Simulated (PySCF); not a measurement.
A PySCF script (with the pyscf-properties extension) for the NMR shieldings of `[H]/N=C\CN([SiH3])B(C)C`, C$_{4}$H$_{13}$BN$_{2}$Si, on a GFN2-xTB geometry:

```python
import basis_set_exchange as bse
import numpy as np
from pyscf import gto, dft
from pyscf.prop import nmr

atoms = """
C    -1.072328    1.312835   -1.291113
B    -0.869537    0.459406    0.036568
C    -1.693375    0.828006    1.341945
N     0.015896   -0.643684    0.062402
Si    0.293819   -1.638398    1.478175
C     0.857782   -0.900194   -1.091972
C     2.077093   -0.012623   -1.133702
N     2.390520    0.906080   -0.344763
H    -1.422036    0.696297   -2.119938
H    -0.140779    1.772755   -1.620431
H    -1.797977    2.112174   -1.162201
H    -1.107967    0.736537    2.254847
H    -2.542654    0.153942    1.449614
H    -2.096769    1.837717    1.309788
H    -0.996725   -2.027551    2.040138
H     1.115660   -0.917438    2.456201
H     1.012349   -2.823347    1.001587
H     0.295929   -0.740655   -2.018395
H     1.200543   -1.939712   -1.097590
H     2.756539   -0.208472   -1.959425
H     1.715096    1.053271    0.407795
"""
names = dict.fromkeys(["C", "B", "N", "Si", "H"], "pcSseg-1")
basis = {el: gto.basis.parse(bse.get_basis(n, elements=[el], fmt="nwchem")) for el, n in names.items()}
mol = gto.M(atom=atoms, basis=basis, charge=0, verbose=0)
mf = dft.RKS(mol, xc="PBE0")
mf.grids.level = 2
mf.grids.alignment = dft.numint.BLKSIZE   # the property module wants whole blocks of grid points
mf.conv_tol = 1e-9
mf.kernel()

calc = nmr.RKS(mf)   # GIAO
C = mf.mo_coeff
Co = C[:, mf.mo_occ > 0]
resp = mf.gen_response(singlet=True, hermi=2)
def vind(x):   # induced exchange potential for any number of trial vectors
    d = np.einsum("pi,xij,qj->xpq", C, 2 * x.reshape(-1, C.shape[1], Co.shape[1]), Co, optimize=True)
    return np.einsum("xpq,pi,qj->xij", resp(d - d.transpose(0, 2, 1)), C, Co, optimize=True).ravel()
mo1, _ = nmr.rhf.solve_mo1(calc, with_cphf=vind)
sigma = calc.kernel(mo1)
for i, s in enumerate(sigma):   # ppm
    print("%2d %-2s %9.2f" % (i, mol.atom_pure_symbol(i), np.trace(s) / 3))
```

**Question.** Give the expected output.

**Answer.** 
```
 0 C     180.15
 1 B      47.74
 2 C     177.33
 3 N     169.16
 4 Si    391.91
 5 C     124.29
 6 C      13.34
 7 N     -79.83
 8 H      31.44
 9 H      31.48
10 H      31.14
11 H      31.14
12 H      30.95
13 H      30.80
14 H      26.81
15 H      26.81
16 H      27.46
17 H      27.55
18 H      28.11
19 H      23.84
20 H      20.46
```

These numbers come from an equivalent density-fitted implementation of the same equations, which agrees with the script to about 0.01 ppm for H and up to a few tenths of a ppm for heavy atoms, so last digits may differ.

Size and cost of the density-fitted run: 208 basis functions, 68 s wall time on 1 thread of an Arm Neoverse V2, shared host; peak memory 1 GiB.
